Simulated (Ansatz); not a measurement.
Be4O4⁻, that is (BeO)4 ring with one electron more. The state is a doublet with charge -1. Geometry PBE-D4/def2-SVP, that of the neutral singlet; atoms count from 1.

Cartesian coordinates in Å:
```
Be -0.055 1.082 1.319
O 1.222 0.424 1.553
Be 1.515 -0.575 0.536
O 1.315 -1.388 -0.656
Be 0.055 -1.082 -1.319
O -1.223 -0.425 -1.553
Be -1.515 0.575 -0.536
O -1.315 1.388 0.656
```

The highest occupied level of the charge -1 doublet lies above zero (up to 1.03 eV). By energy differences its removal costs 0.12 eV (vertical, to the charge 0 singlet, at PBE0-D4/def2-TZVPD); a positive level beside a positive removal energy at the same level points to self-interaction error.

Estimate the Mulliken populations from the PBE0/def2-TZVPD orbitals of Ansatz.


| atom | charge (e) | spin (α − β) |
| --- | --- | --- |
| Be1 | -0.28 | 0.16 |
| O2 | 0.03 | 0.09 |
| Be3 | -0.28 | 0.16 |
| O4 | 0.03 | 0.09 |
| Be5 | -0.28 | 0.16 |
| O6 | 0.03 | 0.09 |
| Be7 | -0.28 | 0.16 |
| O8 | 0.03 | 0.09 |
Mulliken values and Mayer orders depend strongly on the basis. With diffuse functions, as here, like atoms can get unlike values, and bond orders can come out too low or too high.

Where does the spin sit?

Summed by element: Be 0.65, O 0.35, of 1 unpaired in all. Largest on single atoms: Be1 0.16, Be5 0.16, Be3 0.16.

And the Mayer bond orders between bonded heavy atoms (over 0.3)?

Be1–O2 1.45 (1.46 Å); Be1–O8 1.45 (1.46 Å); O2–Be3 1.45 (1.46 Å); Be3–O4 1.45 (1.46 Å); O4–Be5 1.45 (1.46 Å); Be5–O6 1.45 (1.46 Å); O6–Be7 1.45 (1.46 Å); Be7–O8 1.45 (1.46 Å).
